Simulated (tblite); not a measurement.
Compound: C4H11ClO2Si2.
Structure used (GFN2-xTB), in Å, numbered top down from 1:
```
atom  x, y, z in Å
C1     3.2236    0.2225   -0.6375
C2     1.9646   -0.0386    0.1736
O3     0.8478    0.3622   -0.5922
C4    -0.3855    0.3629    0.1034
C5    -0.9197   -1.0521    0.4145
Si6   -2.8222   -0.9966    0.3205
O7    -2.9876    0.3441   -0.6227
Si8   -1.6843    1.2539   -0.9908
Cl9   -2.0406    3.1241   -0.4006
H10    3.1820   -0.3312   -1.5711
H11    4.1004   -0.0872   -0.0755
H12    3.3002    1.2813   -0.8686
H13    1.8924   -1.1071    0.4270
H14    1.9901    0.5330    1.1153
H15   -0.2511    0.9015    1.0584
H16   -0.5333   -1.4210    1.3649
H17   -0.5406   -1.7210   -0.3622
H18   -3.4723   -0.6975    1.5920
H19   -3.4249   -2.0780   -0.4448
H20   -1.4442    1.1554   -2.4164
```

Computed values, GFN2-xTB/tblite, gas phase, harmonic and unscaled. Against measured fundamentals such values can be off by several per cent, at times by over 20. Modes of hydrogen on silicon can be 10 to 20 % off. One conformer, not necessarily the lowest.

Harmonic wavenumbers (cm⁻¹): 40.9, 71.1, 77.6, 86.6, 130.3, 139.1, 199.5, 224.0, 287.9, 301.1, 350.7, 400.3, 467.9, 476.0, 547.6, 583.7, 594.0, 642.7, 659.9, 714.2, 759.0, 771.1, 787.6, 809.2, 840.8, 913.0, 930.9, 1012.7, 1052.5, 1082.3, 1102.6, 1132.6, 1150.6, 1210.4, 1253.8, 1257.3, 1307.0, 1348.9, 1400.3, 1475.1, 1476.3, 1495.0, 1496.7, 2293.1, 2326.8, 2376.2, 2798.9, 2838.9, 2875.1, 2960.3, 2982.9, 3044.1, 3049.9, 3054.1.

A = 1223, B = 688.2, C = 473.8 MHz; mass 181.999 u (most abundant isotopes); point group C1, symmetry number 1.

Zero-point energy?

Half the sum of the wavenumbers: 31831 cm⁻¹ = 380.78 kJ/mol.

Give the ideal-gas entropy at 298.15 K and 1 bar in the rigid-rotor, harmonic-oscillator model (classical rotation).

Translation 173.76, rotation 129.99, vibration 158.14: S = 461.9 J/(mol K).

And Cp and H(298.15 K) − H(0)?

Cp = 190.37 J/(mol K), of which vibrations give 157.11 (their classical limit is 54 R = 449.0); H(298.15 K) − H(0) = 34.28 kJ/mol without the zero-point energy, 24.36 from vibrations.

What must be added to the electronic energy to get the Gibbs energy at 298.15 K and 1 bar?

ZPE + [H(298.15 K) − H(0)] − T·S = 380.78 + 34.28 − 137.71 = 277.35 kJ/mol.

How do the functions run with temperature in this model?

```
T (K)  S (J/(mol K))  Cp (J/(mol K))  H − H(0) (kJ/mol)  G − H(0) (kJ/mol)  ln q(vib)
  100          317.0            92.4               6.25             -25.45       2.44
  200          396.1           141.8              17.95             -61.27       5.91
  300          463.1           191.2              34.63            -104.29       9.25
  500          580.8           271.3              81.39            -208.99      15.67
  800          725.8           344.9             174.85            -405.81      24.53
 1000          806.4           376.3             247.14            -559.21      29.89
```

q(vib) and H(0) count from the zero-point level.

Which modes carry the vibrational entropy at 298.15 K?

40.9 cm⁻¹: 21.82; 71.1 cm⁻¹: 17.25; 77.6 cm⁻¹: 16.53; 86.6 cm⁻¹: 15.63; 130.3 cm⁻¹: 12.31; 139.1 cm⁻¹: 11.78 J/(mol K); the other 48 give 62.82 together.

Blend soft modes into free rotors: weight 1/[1 + (100 cm⁻¹/ν̃)⁴] for the oscillator and the rest for a rotor with moment μB/(μ + B), μ = h/(8π²ν), B = 10⁻⁴⁴ kg m². What vibrational entropy results?

143.96 J/(mol K) in place of 158.14, which changes −T·S at 298.15 K by +4.23 kJ/mol.

Hindered rotation and anharmonicity are outside this model. Other conformers, if any are populated, would add a mixing term that is left out. The structure is chiral; the term R ln 2 for an equal mix with its mirror image is left out.

Time: 1.1 s of wall time. Hardware: an Arm Neoverse V1 with one thread, shared host. The figure is for the frequency step alone.
